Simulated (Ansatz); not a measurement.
ReS2, relaxed as a doublet with UKS PBE0-D4/def2-TZVP in Ansatz, starting from the GFN2-xTB geometry. Force threshold 0.02 eV/Å.

In the def2 sets Re takes a core potential; there is no spin–orbit coupling. The charge 0 doublet is spin-contaminated (final ⟨S²⟩ up to 1.35, 0.75 for a pure state). Another isomer (quartet) lies 2.70 eV lower at PBE0-D4/def2-TZVP; other spin states weren't run for this one.

Start:

```tsv
atom	x (Å)	y (Å)	z (Å)
Re1	0.8256	0.7279	-0.7851
S2	-0.2532	0.3029	1.1833
S3	-0.5724	-1.0308	-0.3982
```

Q: Estimate the energy that the relaxation releases and the steps that it takes.

A: 0.07 eV, in 4 steps; 17 s on 2 threads of AMD EPYC 9R14 on a shared host. No frequencies were taken in this run, so the end may be a saddle point.

Q: Does the start keep its bonding and symmetry?

A: By distances, no bond broke or formed. The bond that changes most is Re1–S3, from 2.28 to 2.22 Å (atoms count from 1). Point group C2v at the start, C2v at the end, both within 0.05 Å.

Q: Predict the relaxed structure.

A: 
```xyz
3

Re    0.802    0.707   -0.763
S    -0.246    0.295    1.151
S    -0.557   -1.003   -0.388
```
Bond lengths: 2 × Re–S 2.22 Å; 1 × S–S 2.04 Å.
